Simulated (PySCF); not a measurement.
Si(AsH2)(F)(OH)2 (AsFH₄O₂Si), SMILES O[Si](O)(F)[AsH2].

Geometry: ωB97X-D3(BJ)/def2-SVP. One conformer was computed; it need not be the lowest.

Computed with ωB97X-D3(BJ)/def2-SVP (PySCF).

Frequencies are harmonic and unscaled.

Computed normal modes with their intensities:
```tsv
mode	ν (cm⁻¹)	IR (km/mol)	Raman (Å⁴/amu)	depolarisation	moving atoms (share of kinetic energy)
1	96	2.8	0.5	0.75	H 91 %
2	139	8.5	1.1	0.71	O 47 %, H 25 %, F 13 %
3	148	21.6	0.7	0.75	F 39 %, O 28 %, H 17 %, As 9 %
4	208	16.0	1.8	0.68	H 73 %, O 10 %
5	228	101.2	0.9	0.74	H 60 %, O 22 %, Si 11 %
6	250	24.0	6.0	0.35	As 39 %, O 35 %, F 16 %, H 9 %
7	323	41.2	0.7	0.65	O 39 %, F 32 %, H 16 %, Si 13 %
8	351	88.3	0.6	0.71	O 52 %, H 32 %
9	463	112.1	6.4	0.02	Si 49 %, O 19 %, F 13 %, H 12 %
10	605	11.8	7.8	0.73	H 91 %
11	660	8.4	14.9	0.75	H 93 %
12	779	149.0	2.4	0.40	H 65 %, O 25 %
13	796	145.6	3.4	0.32	H 55 %, O 39 %
14	864	230.2	1.2	0.34	H 34 %, Si 30 %, F 25 %, O 12 %
15	947	171.2	1.3	0.45	Si 47 %, O 32 %, F 16 %
16	985	91.7	6.9	0.75	Si 37 %, O 31 %, H 28 %
17	1017	64.2	32.0	0.74	H 81 %, Si 10 %
18	2276	60.2	188.9	0.11	H 99 %
19	2285	77.1	131.0	0.75	H 99 %
20	3914	117.5	166.7	0.31	H 94 %
21	3938	125.7	73.7	0.25	H 94 %
```
